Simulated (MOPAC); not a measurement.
Job for MOPAC: PM7 on BF2H (SMILES FBF), a point of a bond scan (R = 3.031 Å).

```
PM7 1SCF PRECISE CHARGE=0 THREADS=1
BF2H

B     -0.23542436 1    -0.38535740 1     0.08189990 1
H     -0.84419732 1    -1.38183527 1     0.29368107 1
F      2.37420081 1     0.18171225 1     1.51484335 1
F     -0.67460427 1     0.50643007 1    -0.78304996 1
```

Program output:

```
*******************************************************************************
 **                                                                           **
 **                              MOPAC v23.2.5                                **
 **                                                                           **
 *******************************************************************************
 ** MOPAC's Digital Object Identifier: https://doi.org/10.5281/zenodo.6511958 **
 **                                                                           **
 ** Please cite the open-source release paper for use of this MOPAC version:  **
 ** J. E. Moussa and J. J. P. Stewart (2026)                                  **
 ** MOPAC: An open-source semiempirical molecular orbital program             **
 ** J. Open Source Softw., 11(119), 8025, https://doi.org/10.21105/joss.08025 **
 *******************************************************************************

                              PM7 CALCULATION RESULTS

 *******************************************************************************
 *  PM7        - The PM7 Hamiltonian to be used
 *
 *
 *
 *                 CHARGE ON SYSTEM = 0
 *
 *
 *
 *  PRECISE    - TIGHTER CRITERIA TO BE USED
 *  1SCF       - DO 1 SCF AND THEN STOP
 *  THREADS=1  - MULTI-THREADING NOT USED
 *  T=         - A TIME OF 172800.0 SECONDS REQUESTED
 *  DUMP=N     - RESTART FILE WRITTEN EVERY 7200.0 SECONDS REQUESTED
 *******************************************************************************
PM7 1SCF PRECISE CHARGE=0 THREADS=1
 BF2H

   ATOM   CHEMICAL          X               Y               Z
  NUMBER   SYMBOL      (ANGSTROMS)     (ANGSTROMS)     (ANGSTROMS)

     1       B         -0.23542436  *  -0.38535740  *   0.08189990  *
     2       H         -0.84419732  *  -1.38183527  *   0.29368107  *
     3       F          2.37420081  *   0.18171225  *   1.51484335  *
     4       F         -0.67460427  *   0.50643007  *  -0.78304996  *



          CARTESIAN COORDINATES

    NO.       ATOM           X           Y           Z

     1         B         -0.2354     -0.3854      0.0819
     2         H         -0.8442     -1.3818      0.2937
     3         F          2.3742      0.1817      1.5148
     4         F         -0.6746      0.5064     -0.7830

 General Reference for PM7:
 "Optimization of Parameters for Semiempirical Methods VI: More Modifications to the
 NDDO Approximations and Re-optimization of Parameters", J. J. P. Stewart, J. Mol. Mod., 1:32, 19 (2013)
 https://link.springer.com/article/10.1007/s00894-012-1667-x

           Empirical Formula: H B F2  =     4 atoms



      MOLECULAR POINT GROUP   :   Cs


      RHF CALCULATION, NO. OF DOUBLY OCCUPIED LEVELS = 9


 -------------------------------------------------------------------------------
 PM7 1SCF PRECISE CHARGE=0 THREADS=1
 BF2H



     1SCF WAS SPECIFIED, SO BFGS WAS NOT USED
     SCF FIELD WAS ACHIEVED


                              PM7 CALCULATION
                                                       MOPAC v23.2.5 Linux




          FINAL HEAT OF FORMATION =        -15.72161 KCAL/MOL =     -65.77921 KJ/MOL


          COSMO AREA              =         88.84 SQUARE ANGSTROMS
          COSMO VOLUME            =         66.47 CUBIC ANGSTROMS

          IONIZATION POTENTIAL    =          8.452050 EV
          HOMO LUMO ENERGIES (EV) =         -8.452 -2.757
          NO. OF FILLED LEVELS    =          9
          MOLECULAR WEIGHT        =         49.8147         POINT GROUP:  Cs

          MOLECULAR DIMENSIONS (Angstroms)

            Atom       Atom       Distance
            F     4    F     3     3.83158
            F     3    H     2     2.07452
            F     4    B     1     0.00000


          SCF CALCULATIONS        =          1





   ATOM   CHEMICAL          X               Y               Z
  NUMBER   SYMBOL      (ANGSTROMS)     (ANGSTROMS)     (ANGSTROMS)

     1       B         -0.23542436  *  -0.38535740  *   0.08189990  *
     2       H         -0.84419732  *  -1.38183527  *   0.29368107  *
     3       F          2.37420081  *   0.18171225  *   1.51484335  *
     4       F         -0.67460427  *   0.50643007  *  -0.78304996  *

                             CARTESIAN COORDINATES

   1    B       -0.235424360    -0.385357400     0.081899900
   2    H       -0.844197320    -1.381835270     0.293681070
   3    F        2.374200810     0.181712250     1.514843350
   4    F       -0.674604270     0.506430070    -0.783049960


           Empirical Formula: H B F2  =     4 atoms



      MOLECULAR POINT GROUP   :   Cs


                  EIGENVALUES
 -42.97184 -30.79837 -19.80236 -18.30942 -18.06654 -15.84127  -9.22058  -9.22050
  -8.45205  -2.75681  -2.50439   0.50204   1.60120


              NET ATOMIC CHARGES AND DIPOLE CONTRIBUTIONS

  ATOM NO.   TYPE          CHARGE      No. of ELECS.   s-Pop       p-Pop
    1          B           0.966282        2.0337     0.91645     1.11727
    2          H           0.139135        0.8609     0.86086
    3          F          -0.855652        7.8557     1.99992     5.85573
    4          F          -0.249765        7.2498     1.94454     5.30522
 DIPOLE           X         Y         Z       TOTAL
 POINT-CHG.   -10.605    -4.066    -4.710    12.296
 HYBRID         1.090     1.163     0.013     1.594
 SUM           -9.515    -2.904    -4.697    11.002


          ATOMIC ORBITAL ELECTRON POPULATIONS

     Atom    s        px        py        pz
    1  B   0.91645   0.24856   0.60090   0.26781
    2  H   0.86086
    3  F   1.99992   1.89354   1.99554   1.96665
    4  F   1.94454   1.84820   1.74706   1.70996

 **********************
 *                    *
 * JOB ENDED NORMALLY *
 *                    *
 **********************




 == MOPAC DONE ==
```

The run finished.

Cost: around 0.020 core-seconds (rough).
